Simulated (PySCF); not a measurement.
C5H5Cl2NSi.
Structure used (GFN2-xTB), in Å, numbered top down from 1:
```
atom  x, y, z in Å
N1    -2.1508   -1.4587   -0.8871
C2    -2.1804   -0.5176   -0.2397
C3    -2.1960    0.6655    0.5826
C4    -0.8647    0.8743    1.2687
C5     0.1416    0.0682    1.1343
C6     1.1543   -0.7146    0.9201
Si7    2.3790   -0.4532   -0.4918
Cl8    2.3776    1.5020   -0.9912
Cl9    4.2088   -1.0001    0.1664
H10   -2.4258    1.5298   -0.0505
H11   -2.9932    0.5682    1.3281
H12   -0.8012    1.7452    1.9061
H13    1.3037   -1.5721    1.5630
H14    2.0464   -1.2374   -1.6712
```

The calculation used PySCF, TDDFT B3LYP/def2-SVPD, vertical, gas phase, core orbitals frozen in the response.

Frontier orbitals with the atoms that hold most of them (Löwdin shares over 4%, at most four atoms; ? is withheld):

```csv
orbital,ε (eV),atoms
LUMO+2,-0.02,"C3 13%, C2 12%, Cl8 10%, C4 10%"
LUMO+1,-0.66,"C4 25%, C5 24%, C6 13%, Si7 8%"
LUMO,-1.30,?
HOMO,-7.73,?
HOMO-1,-8.31,"C6 39%, C5 33%, C4 7%, Si7 4%"
HOMO-2,-9.13,"Cl8 37%, Cl9 32%, Si7 11%, H14 9%"
HOMO-3,-9.20,"Cl8 53%, Cl9 36%, Si7 5%"
```

Task: Give the leading atoms of the HOMO.

Result: C4 (bonded to 2 C and H) 33%; C5 (bonded to 2 C) 26%; C6 (bonded to C, Si and H) 11%; C3 (bonded to 2 C and 2 H) 7%.

Task: Give the leading atoms of the LUMO.

Result: C5 (bonded to 2 C) 26%; C6 (bonded to C, Si and H) 24%; Si7 (bonded to C, 2 Cl and H) 13%; C4 (bonded to 2 C and H) 9%. By element: carbon 58% or more, silicon 13%.

Task: The HOMO–LUMO gap is 6.43 eV. Where does the response calculation put the lowest singlet, and from which orbitals?

Result: S1 is at 5.11 eV (f = 0.0006), 1.32 eV below the gap, made of HOMO→LUMO (97%). Without the coupling terms of the response equations the lowest excitation would equal the gap.

Task: Give energy, strength and leading configuration of S1 and S2, and follow the Löwdin shares of the leading atoms from the occupied to the empty orbital.

Result: 
- S1 (5.11 eV, f 0.0006), HOMO→LUMO (97%): C4 33% → 9%, C5 26% → 26%, C6 11% → 24%
- S2 (6.25 eV, f 0.0023), HOMO-1→LUMO+1 (97%): C6 39% → 13%, C5 33% → 24%, C4 7% → 25%

Löwdin shares depend on the basis, the more so with diffuse functions.

One conformer stands for the species.
